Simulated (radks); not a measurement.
Neutral technetium inside a hard spherical wall (all orbitals vanish at R), configuration held at [Kr] 4d5 5s2 and not refilled when levels cross. Calculated with a radial shooting solver on a logarithmic mesh with Libxc functionals: scalar-relativistic Kohn-Sham, LDA (Slater exchange, VWN5 correlation), spin-polarised, spherical densities, point nucleus; open shells are filled with parallel spins first (spin-orbit coupling, left out, can overturn this in heavy ions). Eigenvalues in eV for spin up, with the zero of energy where the potential of the charges vanishes at infinity; a dash marks a level that is unbound or too diffuse for the functional's potential to be trusted. A positive occupied level is held by the wall or, in an anion where self-interaction has pushed it up, behind a barrier. The pressure on the wall is -dE/dV.

R (bohr)	E (hartree)	kinetic (hartree)	e(4s)	e(4p)	e(4d)	e(5s)	e(5p, empty)	e(6s, empty)	pressure (GPa)
free	-4281.41126	4419.639	-74.341	-46.442	-7.874	-5.752	-1.750	-0.065	0
20	-4281.41126	4419.639	-74.341	-46.442	-7.874	-5.752	-1.749	0.032	< 0.0001
10	-4281.41073	4419.645	-74.299	-46.400	-7.834	-5.718	-1.643	1.709	0.0141
8	-4281.40615	4419.680	-74.087	-46.189	-7.633	-5.533	-1.255	4.213	0.211
7	-4281.39549	4419.748	-73.752	-45.856	-7.321	-5.217	-0.682	7.014	0.850
6	-4281.36207	4419.931	-73.009	-45.122	-6.643	-4.442	0.589	12.293	3.68
5	-4281.25159	4420.450	-71.331	-43.482	-5.127	-2.422	3.602	23.089	18.1
4	-4280.84372	4422.122	-67.353	-39.654	-1.442	3.510	11.699	47.989	111
2.5	-4275.60656	4440.987	-45.273	-17.921	23.394	57.255	75.735	202.11	4050
1.5	-4227.87037	4581.613	53.756	90.263	150.32	372.75	405.81	856.12	149000
